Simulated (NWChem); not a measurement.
The numbers come from NWChem runs, not from measurements. System: CCl2, charge 0, spin multiplicity 1, at a geometry optimised with PBE0/def2-SVP. The structure started from a generated list of species. Level: MP2/STO-3G, 11 core orbitals frozen.

NWChem printed:

```
             Northwest Computational Chemistry Package (NWChem) 7.3.0
             --------------------------------------------------------

                                NWChem Input Module
                                -------------------

 Scaling coordinates for geometry "geometry" by  1.889725989
 (inverse scale =  0.529177249)

 Turning off AUTOSYM since
 SYMMETRY directive was detected!

                             Geometry "geometry" -> ""
                             -------------------------

 Output coordinates in angstroms (scale by  1.889725989 to convert to a.u.)

  No.       Tag          Charge          X              Y              Z
 ---- ---------------- ---------- -------------- -------------- --------------
    1 Cl                  17.0000     1.40224700     0.00000000     0.14912000
    2 C                    6.0000     0.00000000     0.00000000    -0.84501500
    3 Cl                  17.0000    -1.40224700     0.00000000     0.14912000

 Effective nuclear repulsion energy (a.u.)     117.3343488477

            Nuclear Dipole moment (a.u.)
            ----------------------------
        X                 Y               Z
 ---------------- ---------------- ----------------
     0.0000000000     0.0000000000    -0.0000188973

      Symmetry information
      --------------------

 Group name             C2v
 Group number             16
 Group order               4
 No. of unique centers     2

      Symmetry unique atoms

     1    2


 Summary of "ao basis" -> "" (spherical)
 ------------------------------------------------------------------------------
       Tag                 Description            Shells   Functions and Types
 ---------------- ------------------------------  ------  ---------------------
 *                           sto-3g                   on all atoms

 Summary of "ao basis" -> "ao basis" (spherical)
 ------------------------------------------------------------------------------
       Tag                 Description            Shells   Functions and Types
 ---------------- ------------------------------  ------  ---------------------
 Cl                          sto-3g                  5        9   3s2p
 C                           sto-3g                  3        5   2s1p

                                 NWChem SCF Module
                                 -----------------

  ao basis        = "ao basis"
  functions       =    23
  atoms           =     3
  closed shells   =    20
  open shells     =     0
  charge          =   0.00
  wavefunction    = RHF
  use symmetry    = T
  symmetry adapt  = T

 Summary of "ao basis" -> "ao basis" (spherical)
 ------------------------------------------------------------------------------
       Tag                 Description            Shells   Functions and Types
 ---------------- ------------------------------  ------  ---------------------
 Cl                          sto-3g                  5        9   3s2p
 C                           sto-3g                  3        5   2s1p

      Symmetry analysis of basis
      --------------------------

        a1         10
        a2          2
        b1          8
        b2          3

 Forming initial guess at       0.0s

      Superposition of Atomic Density Guess
      -------------------------------------

 Sum of atomic energies:        -946.28135348

      Non-variational initial energy
      ------------------------------

 Total energy =    -946.394946
 1-e energy   =   -1544.140086
 2-e energy   =     480.410791
 HOMO         =      -0.128295
 LUMO         =       0.133925

      Symmetry analysis of molecular orbitals - initial
      -------------------------------------------------

  Numbering of irreducible representations:

     1 a1          2 a2          3 b1          4 b2

  Orbital symmetries:

     1 b1          2 a1          3 a1          4 a1          5 b1
     6 a1          7 b1          8 b1          9 a2         10 b2
    11 a1         12 a1         13 b1         14 a1         15 b1
    16 a1         17 b2         18 a2         19 b1         20 a1
    21 b2         22 a1         23 b1

 Starting SCF solution at       0.1s

 ----------------------------------------------
[...]
                       ROHF Final Molecular Orbital Analysis
                       -------------------------------------

 Vector   18  Occ=2.000000D+00  E=-4.449828D-01  Symmetry=a2
              MO Center= -6.3D-16,  1.2D-15,  1.5D-01, r^2= 2.9D+00
   Bfn.  Coefficient  Atom+Function         Bfn.  Coefficient  Atom+Function
  ----- ------------  ---------------      ----- ------------  ---------------
     8      0.731188  1 Cl py                22     -0.731188  3 Cl py
     4     -0.196966  1 Cl py                18      0.196966  3 Cl py

 Vector   19  Occ=2.000000D+00  E=-4.264962D-01  Symmetry=b1
              MO Center= -2.6D-16, -1.7D-17,  1.2D-01, r^2= 3.0D+00
   Bfn.  Coefficient  Atom+Function         Bfn.  Coefficient  Atom+Function
  ----- ------------  ---------------      ----- ------------  ---------------
     7      0.596894  1 Cl px                21      0.596894  3 Cl px
     9     -0.444289  1 Cl pz                23      0.444289  3 Cl pz
     3     -0.161404  1 Cl px                17     -0.161404  3 Cl px

 Vector   20  Occ=2.000000D+00  E=-3.476900D-01  Symmetry=a1
              MO Center= -2.6D-15, -7.7D-16, -5.8D-01, r^2= 2.2D+00
   Bfn.  Coefficient  Atom+Function         Bfn.  Coefficient  Atom+Function
  ----- ------------  ---------------      ----- ------------  ---------------
    11      0.575364  2 C  s                 14     -0.575568  2 C  pz
     9      0.535442  1 Cl pz                23      0.535442  3 Cl pz

 Vector   21  Occ=0.000000D+00  E= 1.362892D-01  Symmetry=b2
              MO Center=  1.4D-16, -3.0D-18, -7.1D-01, r^2= 1.2D+00
   Bfn.  Coefficient  Atom+Function         Bfn.  Coefficient  Atom+Function
  ----- ------------  ---------------      ----- ------------  ---------------
    13      0.977158  2 C  py                 8     -0.337406  1 Cl py
    22     -0.337406  3 Cl py

 Vector   22  Occ=0.000000D+00  E= 3.223396D-01  Symmetry=a1
              MO Center=  1.3D-15,  2.5D-16, -2.4D-01, r^2= 1.6D+00
   Bfn.  Coefficient  Atom+Function         Bfn.  Coefficient  Atom+Function
  ----- ------------  ---------------      ----- ------------  ---------------
    14      0.864359  2 C  pz                11      0.788458  2 C  s
     7      0.619526  1 Cl px                21     -0.619526  3 Cl px
     6     -0.345435  1 Cl s                 20     -0.345435  3 Cl s
     9      0.301186  1 Cl pz                23      0.301186  3 Cl pz

 Vector   23  Occ=0.000000D+00  E= 4.021788D-01  Symmetry=b1
              MO Center=  8.4D-16,  1.1D-16, -5.6D-01, r^2= 1.6D+00
   Bfn.  Coefficient  Atom+Function         Bfn.  Coefficient  Atom+Function
  ----- ------------  ---------------      ----- ------------  ---------------
    12      1.095131  2 C  px                 7      0.433960  1 Cl px
     9      0.435972  1 Cl pz                21      0.433960  3 Cl px
    23     -0.435972  3 Cl pz                 6     -0.339833  1 Cl s
    20      0.339833  3 Cl s

 center of mass
 --------------
 x =   0.00000000 y =   0.00000000 z =   0.00666358

 moments of inertia (a.u.)
 ------------------
          36.149077795353           0.000000000000           0.000000000000
           0.000000000000         527.235646706781           0.000000000000
           0.000000000000           0.000000000000         491.086568911429

  Mulliken analysis of the total density
  --------------------------------------

    Atom       Charge   Shell Charges
 -----------   ------   -------------------------------------------------------
    1 Cl  17    17.08   2.00  2.00  5.99  1.95  5.14
    2 C    6     5.84   2.00  1.74  2.10
    3 Cl  17    17.08   2.00  2.00  5.99  1.95  5.14

       Multipole analysis of the density wrt the origin
       ------------------------------------------------

     L   x y z        total         open         nuclear
     -   - - -        -----         ----         -------
     0   0 0 0     -0.000000      0.000000     40.000000

     1   1 0 0     -0.000000      0.000000      0.000000
     1   0 1 0      0.000000      0.000000      0.000000
     1   0 0 1      0.037921      0.000000     -0.000019

     2   2 0 0    -23.223425      0.000000    238.740241
     2   1 1 0      0.000000      0.000000      0.000000
     2   1 0 1      0.000000      0.000000      0.000000
     2   0 2 0    -20.176643      0.000000      0.000000
     2   0 1 1     -0.000000      0.000000      0.000000
     2   0 0 2    -22.649357      0.000000     17.999423

                   NWChem MP2 Semi-direct Energy/Gradient Module
                   ---------------------------------------------

  Basis functions       =     23
  Molecular orbitals    =     23
  Frozen core           =     11
  Frozen virtuals       =      0
  Active alpha occupied =      9
  Active beta occupied  =      9
  Active alpha virtual  =      3
  Active beta virtual   =      3
  Use MO symmetry       = T
  Use skeleton AO sym   = T

  AO/Fock/Back tols     =   1.0D-09  1.0D-09  1.0D-09

 GA uses MA = F    GA memory limited = T

 Available:
  local mem=  1.26D+08
 global mem=  1.44D+08
 local disk=  0.00D+00
  mp2_memr nvloc                     3
  nvloc new                     3
   1 passes of   9:        2097152                       1327                     23803.
   1 passes of   9: M    126155501           G      144178142           F     124058349.

 Semi-direct pass number   1 of   1  for RHF alpha+beta  at        0.1s
  vrange nnbf                   249
  mp2_eaftype                    10  avail_ma_in_mb                  1099
 EAF : mp2_eaftype filesize          10      11902.
  mp2_eaf for mointskh                     10
Node 0 wrote      0.1 Mb in      0.0 s     Agg I/O rate:  1056.3 Mb/s
 Done moints_semi at        0.1s
  mp2_eaftype                    10  avail_ma_in_mb                  1089
 EAF : mp2_eaftype filesize          10      11902.
  mp2_eaf for kh                    10
 Done maket at        0.1s
 Done multipass loop at        0.1s

          -------------------------------------------
          SCF energy                -946.423290280777
          Correlation energy          -0.065118280588
          Singlet pairs               -0.047045220648
          Triplet pairs               -0.018073059941
          Total MP2 energy          -946.488408561365
          -------------------------------------------

          ---------------------------------------------------
                    Spin Component Scaled (SCS) MP2
          Same spin pairs                     -0.012048706627
          Same spin scaling factor             0.333333333333
          Opposite spin pairs                 -0.053069573961
          Opposite spin scaling fact.          1.200000000000
          SCS-MP2 correlation energy          -0.067699724296
          Total SCS-MP2 energy              -946.490990005073
          ---------------------------------------------------

 -----------------------
 Performance information
 -----------------------

 Timer overhead =  2.13D-07 seconds/call

               Nr. of calls         CPU time (s)                 Wall time (s)                GFlops
             ---------------    -------------------     ------------------------------   -------------------
Name         Min   Avg   Max    Min     Avg     Max     Min     Avg     Max   Mx/calls   Min     Max     Sum
mp2: moin     1     1     1   5.73E-2 5.73E-2 5.73E-2  5.73E-2 5.73E-2 5.73E-2 5.73E-2   0.0     0.0     0.0
mp2: make     1     1     1   3.80E-4 3.80E-4 3.80E-4  3.80E-4 3.80E-4 3.80E-4 3.80E-4   0.0     0.0     0.0
mp2: tota     1     1     1   6.51E-2 6.51E-2 6.51E-2  6.51E-2 6.51E-2 6.51E-2 6.51E-2   0.0     0.0     0.0

 The average no. of pstat calls per process was 3.00D+00
 with a timing overhead of 6.40D-07s

 Task  times  cpu:        0.1s     wall:        0.1s

 Total times  cpu:        0.2s     wall:        0.2s
```

Question: Write an NWChem input that would produce this output.

Answer: This is not unique; one that fits is 
```
start mol
memory heap 200 mb stack 900 mb global 1100 mb
geometry units angstroms nocenter noautoz
  Cl     1.402247     0.000000     0.149120
  C      0.000000     0.000000    -0.845015
  Cl    -1.402247     0.000000     0.149120
  symmetry group C2v
end
basis spherical
  * library sto-3g
end
scf
  rhf
  nopen 0
  maxiter 100
  thresh 1e-7
  semidirect memsize 60000000 filesize 0
end
mp2
  freeze core 11
end
task mp2 energy
```
